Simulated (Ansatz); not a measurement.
Conformers of FGeH7N2OSi, SMILES `[NH2][GeH2][O][SiH](N)F`, each relaxed with PBE0-D4/def2-TZVP in Ansatz. CBS adds the triple-zeta coupled-cluster correction to the MP2 limit.

Outer-core shells of Ge are correlated without core-valence functions. Scalar relativity is left out up to krypton. Spin–orbit coupling is left out.

Not all of them had a frequency check.

Conformer A:

Cartesian coordinates in Å:
```
N 1.205 0.844 -1.267
Ge 1.154 1.021 0.560
O -0.506 0.654 1.073
Si -1.473 -0.619 0.805
N -0.933 -1.425 -0.584
F -1.416 -1.655 2.020
H 1.072 1.697 -1.792
H 2.020 0.362 -1.618
H 2.124 0.000 1.168
H 1.371 2.465 1.029
H -2.870 -0.139 0.806
H -1.305 -2.302 -0.904
H -0.445 -0.902 -1.296
```

Conformer B:

Z-matrix (Å, degrees):
```
Ge
O 1 1.800
N 1 1.819 2 112.8
H 1 1.534 2 106.0 3 119.1
H 1 1.530 2 104.9 3 -119.2
Si 2 1.612 1 128.7 3 -28.7
H 3 1.011 1 114.7 2 -67.0
H 3 1.012 1 113.4 2 58.9
N 6 1.711 2 109.9 1 -42.3
F 6 1.599 2 112.3 1 73.0
H 6 1.477 2 107.6 1 -170.7
H 9 1.008 6 119.2 2 160.5
H 9 1.008 6 119.5 2 -58.1
```

Question: Which is lowest in electronic energy at CCSD(T)/CBS (frozen core, def2 sets), and by how much? (An estimate is asked.)

Answer: Computed: B; A lies 1.3 kJ/mol higher. Gaps under about 2 kJ/mol don't settle the order.

Question: Give the energies relative to B (kJ/mol) with PBE0-D4/def2-TZVPP, PBE/def2-TZVPP, PBE0/def2-TZVPP, CCSD/def2-TZVPP, MP2/def2-QZVPP, SCS-MP2/def2-QZVPP, HF/CBS(def2). (Best estimate.)

Answer: Ansatz gave: 
```tsv
level	A
PBE0-D4/def2-TZVPP	2.2
PBE/def2-TZVPP	2.9
PBE0/def2-TZVPP	2.0
CCSD/def2-TZVPP	2.4
MP2/def2-QZVPP	1.6
SCS-MP2/def2-QZVPP	2.1
HF/CBS(def2)	1.9
```
